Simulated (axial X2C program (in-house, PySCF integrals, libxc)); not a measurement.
Spin–orbit effects down a group: molecules with H (ions), CCSD

All values come from calculations with an axial X2C code built on PySCF integrals, spin-free (one-electron X2C) or two-component (2c: spin–orbit coupling with atomic mean-field Coulomb and Gaunt terms, which also bring small scalar terms), in Dyall basis sets with cores contracted in-house; open shells are unrestricted.

Basis sets: As dyall-acv3z, Bi dyall-acv3z, H dyall-av3z, P dyall-av3z, Sb dyall-acv3z. Frozen shells (counts by l): PH⁻ P 2s1p, H none, 7 electrons correlated; AsH⁻ As 3s2p1d, H none, 7 electrons correlated; SbH⁻ Sb 4s3p2d, H none, 7 electrons correlated; BiH⁻ Bi 5s4p3d1f, H none, 7 electrons correlated. Coupled cluster in natural virtuals with an MP2 remainder. Where the outer core of a metal is frozen, bonds come out longer and ionisation energies lower.

```csv
molecule,spin-free state,Re (Å),ωe (cm⁻¹),De (eV),2c state,Re 2c (Å),ωe 2c (cm⁻¹),De 2c (eV)
PH⁻,"M_S = 1/2, Λ = 1",1.440,2258.6,3.13,Ω = 3/2,1.440,2257.6,3.14
AsH⁻,"M_S = 1/2, Λ = 1",1.544,2044.4,2.87,Ω = 3/2,1.545,2039.3,2.92
SbH⁻,"M_S = 1/2, Λ = 1",1.740,1812.6,n/a,Ω = 3/2,1.743,1795.3,n/a
BiH⁻,"M_S = 1/2, Λ = 1",1.825,1663.0,n/a,Ω = 3/2,1.852,1524.2,n/a
```

Q: Work out the shifts from the spin-free to the two-component result.

A: 

```json
{"molecule": "PH⁻", "2c state": "Ω = 3/2", "ΔRe (Å)": "0.000", "Δωe (cm⁻¹)": "-1.0", "ΔDe (eV)": "0.01"}
{"molecule": "AsH⁻", "2c state": "Ω = 3/2", "ΔRe (Å)": "0.001", "Δωe (cm⁻¹)": "-5.1", "ΔDe (eV)": "0.05"}
{"molecule": "SbH⁻", "2c state": "Ω = 3/2", "ΔRe (Å)": "0.003", "Δωe (cm⁻¹)": "-17.3", "ΔDe (eV)": "n/a"}
{"molecule": "BiH⁻", "2c state": "Ω = 3/2", "ΔRe (Å)": "0.027", "Δωe (cm⁻¹)": "-138.8", "ΔDe (eV)": "n/a"}
```

Shifts of one unit in the last digit are rounding.

Fragments in 2c: P + H-, As + H-, Sb- + H, Bi- + H. Each entry is the lowest single determinant of a limited PBE0 search at one distance. De goes to single-determinant-based atoms at the same level (for ions the charge split of lowest energy) and is withheld (n/a) where an atom does not fit its ground term or J level. Main or longest-lived isotopes.
